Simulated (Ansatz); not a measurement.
Cartesian coordinates in Å:
```
C -0.8935 0.0260 -1.7560
C -0.3478 0.0100 -0.6835
Si 0.4652 -0.0136 0.9142
F 1.5007 -1.1907 0.9950
F -0.5812 -0.2034 2.0689
F 1.2339 1.3315 1.1679
H -1.3772 0.0402 -2.7066
```

The species carries charge 0 and has multiplicity 1.

Question: List the CAM-B3LYP/def2-TZVPP orbital energies in eV (Ansatz 0.2.0). (Estimate.)

Answer: The calculation gave: Occupied: -1804.13, -674.28, -674.28, -674.28, -280.09, -279.41, -148.39, -103.77, -103.77, -103.71, -36.05, -35.26, -35.26, -23.57, -19.04, -17.58, -16.48, -16.48, -16.26, -15.07, -15.07, -14.40, -14.40, -13.96, -13.88, -10.68, -10.68. Lowest empty: 0.33, 0.33, 2.23, 2.70, 3.48, 3.90, 3.90, 5.29.
